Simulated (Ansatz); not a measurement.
A nudged elastic band was laid between two geometries of Cl2FSi (4 atoms, charge -1, multiplicity 1).

These are results of Ansatz, RKS PBE0-D4/def2-TZVP, not measurements.

| Property | Result |
| --- | --- |
| movable images | 5 |
| climbing image | yes |
| spring | 5.0 eV/Å² |
| optimiser | quadratic models (default) |
| start path | IDPP |
| force threshold | 0.5 eV/Å |
| iteration limit | 60 |
| end points | relaxed |

Initial state:

```xyz
4
Properties=species:S:1:pos:R:3
F 1.182 -0.327 0.939
Si 0.183 -0.679 -0.328
Cl -1.729 -0.284 0.738
Cl 0.363 1.290 -1.348
```

Final state:

```xyz
4
Properties=species:S:1:pos:R:3
F 1.131 -0.118 1.045
Si -0.147 0.672 0.360
Cl -1.538 -1.064 0.340
Cl 0.554 0.510 -1.745
```

Question: Which bonds break or form, and what moves?

Answer: No bond is made or broken. The height of Si2 over the plane of its neighbours goes from 1.00 to -1.00 Å. The two ends are copies of one structure, up to a mirror image or an exchange of like atoms.

Question: What energy profile does the band end with?

Answer: The run converged. The highest image is number 3 of 0 to 6, 44.0 kcal/mol above the ends, which have the same energy within 2 meV. The threshold of 0.5 eV/Å is loose, so the images may lie well off the minimum-energy path. The order of the stationary point at the top wasn't checked. Another band between the same ends, with other settings, climbed to 1.10 eV only, so this may not be the lowest route. Limits of this set-up: an anion without diffuse functions, the dipole of an ion depends on the origin.

```csv
image,path coordinate (Å),energy (kcal/mol),height of Si2 over the plane of its neighbours (Å)
0,0.00,0.0,1.00
1,0.39,8.7,0.76
2,0.78,29.6,0.43
3,1.17,44.0,0.00
4,1.56,29.6,-0.43
5,1.95,8.7,-0.76
6,2.34,0.0,-1.00
```

Question: What is the geometry of the highest image?

Answer: 
```xyz
4
Properties=species:S:1:pos:R:3:forces:R:3
F 1.403 -0.308 1.174 0.10 -0.02 0.08
Si 0.144 -0.032 0.120 -0.01 0.00 -0.01
Cl -2.081 -0.814 0.656 -0.37 -0.23 0.29
Cl 0.534 1.153 -1.951 0.28 0.25 -0.36
```

The band took 3 iterations and of the order of 110 core-seconds.

The run took 55 s on 2 threads of Arm Neoverse V1 (shared host), peak memory 0.33 GiB.
